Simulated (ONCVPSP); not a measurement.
**Configuration tests for iron (ONCV)**

- Element: Fe (Z = 26)
- Generator: ONCVPSP 4.0.1
- Type: optimised norm-conserving Vanderbilt (ONCV)
- Functional: PBE
- Relativity: scalar-relativistic
- Frozen core: [Ne]
- Valence charge: 16
- Reference configuration: 3s2 3p6 3d6 4s2
- Partial waves: 3s+4s: rc 1.60 bohr, ncon 4, nbas 7, qcut 7.5 1/bohr, 2 projectors; 3p: rc 0.75 bohr, ncon 4, nbas 9, qcut 11.6 1/bohr, 1 projector; 3d: rc 0.95 bohr, ncon 4, nbas 8, qcut 19.1 1/bohr, 2 projectors, debl 2.8 Ha
- Local potential: polynomial inside 0.75 bohr (lpopt 5, dvloc0 1 Ha)
- Core correction: Teter function, fcfact 2, rcfact 1.1

Energies are relative to the spin-unpolarised reference configuration 3s2 3p6 3d6 4s2; without spin polarisation the order of configurations can differ from experiment.

| valence configuration | charge | ΔE all-electron (eV) | error AE − PS (meV) |
| --- | --- | --- | --- |
| 3s2 3p6 3d6 4s0 | +2 | 24.932 | -0.6 |
| 3s2 3p6 3d5 4s0 | +3 | 59.155 | -6.6 |
| 3s2 3p6 3d6.5 4s1.5 | 0 | -0.727 | +0.3 |

**Question.** What are ΔE and the potential's error for 3s2 3p6 3d6 4s1?

**Answer.** ΔE = 8.729 eV all-electron; the error (AE − PS) is -0.5 meV.
